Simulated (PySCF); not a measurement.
CH12Ge3Si (SMILES C[Si]([GeH3])([GeH3])[GeH3]), singlet, at a GFN2-xTB geometry. Base run: DF-CAMB3LYP/pcseg-0 in PySCF.

The PySCF input:
```python
from pyscf import gto, scf, dft

mol = gto.Mole()
mol.atom = '''
    C     0.08281699   -0.28131997   -2.01429912
    Si    0.00698040   -0.01083440   -0.12785220
    Ge   -0.07890681    2.31142261    0.28733631
    Ge   -1.93282258   -1.07245937    0.70061764
    Ge    1.94369177   -0.95385086    0.83840224
    H    -0.79411790    0.13595440   -2.50420290
    H     0.12736804   -1.34094531   -2.25580028
    H     0.96213671    0.19549522   -2.44162788
    H     1.05377114    2.85025319    1.11288727
    H    -1.30135180    2.78050908    1.02243798
    H    -0.05737289    3.17413105   -0.94167945
    H    -2.91545856   -0.15945891    1.37563687
    H    -2.76203945   -1.77392552   -0.33644649
    H    -1.68259582   -2.13862739    1.72805241
    H     2.89339752   -1.58634576   -0.13791303
    H     2.81033158    0.01289211    1.59283439
    H     1.68790267   -2.04666156    1.83601237
'''
mol.basis = 'pcseg-0'
mol.verbose = 4
mol.max_memory = 1800
mol.build()

mf = dft.RKS(mol)
mf.xc = 'camb3lyp'
mf = mf.density_fit(auxbasis='def2-universal-jkfit')
mf.kernel()
```

The job was repeated with other settings on one machine. Differences are taken from the largest basis of the pcseg family in the series, which isn't the basis-set limit (pcseg-2: -6566.327111 Eh). The cheapest run took around 20 core-seconds (rough).

```tsv
setting	basis functions	cost, times the cheapest (rough)	difference in total energy (mEh)
pcseg-0	112	1	8371.63
pcseg-1	173	2	881.07
pcseg-2	361	4	reference
```

Times come from a shared machine, hold the start-up and are rough. Total energies converge more slowly with the basis than energy differences do.
